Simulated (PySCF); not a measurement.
## A thermochemical cycle for AlI

MP2 in PySCF with def2-SVP on every atom (core potentials on I), for the lowest determinant that a PBE0 search found; no spin–orbit coupling. AlI, a singlet (closed shell), has De = 3.79 eV to neutral atoms, and AlI⁺, a doublet (σ ↑), has De = 1.02 eV to Al⁺ + I.

At the same level the Al atom ionises at 5.65 eV.

Problem. What is the adiabatic ionisation energy of the molecule, and does ionisation strengthen or weaken the bond?

Solution. IE = IE(Al) + De(neutral) − De(ion) = 5.65 + 3.79 − 1.02 = 8.42 eV. De changes by -2.77 eV, so ionisation weakens the bond.

Correlated steps freeze 9 core orbitals. Correlated levels converge slowly with the basis: in double zeta they bind strong bonds too weakly, by up to about 1 eV, and carry superposition errors of some tenths. Spin–orbit coupling is left out, which matters for elements this heavy, above all for dissociation energies. For an ion De counts to the pair picked by the measured ionisation energies or electron affinities, which need not be the lowest pair at this level. Where the molecule has an RHF reference, its open-shell atoms are computed with UHF. States were picked by a PBE0 search and need not be the measured ground states.
